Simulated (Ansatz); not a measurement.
C$_{2}$H$_{11}$NSi$_{2}$, SMILES `C[SiH2]N(C)[SiH3]`. Charge 0, multiplicity 1. All single points use the PBE0-D4/def2-TZVP geometry. It is one conformer, not always the lowest.

```xyz
16

C     2.068    1.106    0.349
Si    0.547    0.325    1.097
N    -0.542   -0.276   -0.106
C    -1.204    0.704   -0.964
Si   -1.056   -1.913   -0.268
H     2.718    1.496    1.137
H     1.812    1.940   -0.309
H     2.635    0.375   -0.233
H    -0.139    1.354    1.934
H     0.925   -0.825    1.960
H    -0.604    1.613   -1.063
H    -2.187    0.998   -0.575
H    -1.347    0.309   -1.975
H    -2.478   -2.105    0.139
H    -0.959   -2.327   -1.697
H    -0.188   -2.773    0.573
```

Problem. What is the dipole moment at r2SCAN/def2-TZVPP? (Best estimate.)

Solution. Computed: 1.29 D, with components (0.33, 1.00, -0.75) D in this frame, pointing from negative to positive charge.

Problem. And with PBE, B3LYP, ωB97M-V? (Estimate.)

Solution. Computed: PBE 1.27 D, B3LYP 1.22 D, ωB97M-V 1.24 D.

Problem. Give the Mulliken charges with r2SCAN, ωB97M-V, B3LYP in def2-TZVPP. (Estimate.)

Solution. The calculation gave: 
```tsv
atom	r2SCAN	ωB97M-V	B3LYP
C1	-0.29	-0.44	-0.37
Si2	0.37	0.29	0.37
N3	-0.32	-0.32	-0.28
C4	-0.09	-0.27	-0.22
Si5	0.33	0.21	0.31
H6	0.07	0.12	0.10
H7	0.07	0.11	0.09
H8	0.08	0.12	0.10
H9	-0.09	-0.04	-0.09
H10	-0.08	-0.03	-0.08
H11	0.04	0.10	0.08
H12	0.07	0.13	0.11
H13	0.06	0.12	0.10
H14	-0.09	-0.04	-0.08
H15	-0.09	-0.04	-0.08
H16	-0.06	-0.02	-0.06
```

B3LYP here is the variant with VWN-RPA as its local correlation; programs differ in this.
